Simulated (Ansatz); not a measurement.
BI3, charge +1, doublet, at a GFN2-xTB geometry (a state made from the parent by changing its charge; the spin is typed, not shown lowest) (all electrons, no relativity); CAM-B3LYP/STO-3G run with Ansatz (an electronic-structure program).

The Ansatz input:
Ansatz 0.2 input:
```yaml
crystal:
  periodic: [false, false, false]
  atoms:
    - {symbol: B, position_ang: [-0.00000000, -0.00000000, 0.00000000]}
    - {symbol: I, position_ang: [1.99488066, -0.34903250, -0.59774679]}
    - {symbol: I, position_ang: [-0.74075778, -0.87953152, 1.77098164]}
    - {symbol: I, position_ang: [-1.25412288, 1.22856402, -1.17323485]}
basis:
  gaussian:
    orbitals: STO-3G
hamiltonian:
  xc: cam_b3lyp
total_charge: 1
magnetization: {spin_polarized: true, initial_magnetization: 1}
```

Q: What does Ansatz print? Leave out banner, timings and long lists.

A: 
```
Functional definition: CAM-B3LYP
931 factors; integrals over basis functions are off by at most 2.6e-5 eV
196 factors; integrals over basis functions are off by at most 4.1e-7 eV
mean field evaluation 1: about -560103.8679 eV, gradient 1.5e1 eV
mean field evaluation 2: about -560102.4154 eV, gradient 2.3e1 eV
mean field evaluation 4: about -560105.9409 eV, gradient 7.5e-2 eV
mean field evaluation 8: about -560105.9369 eV, gradient 9.2e-4 eV
mean field evaluation 16: about -560105.9369 eV, gradient 3.8e-5 eV
mean field -560105.93691362 eV, -20583.5135281358 hartree, gradient 1.2e-5 eV, S^2 0.750835; 3 other end points of the search recorded, 0 dependent functions left out
reference -560105.93699974 eV, -20583.5135313006 hartree; 82, 81 occupied and 4, 5 virtual orbitals, 931 factors
Total energy: -560105.93699974 eV, -20583.5135313006 hartree
```
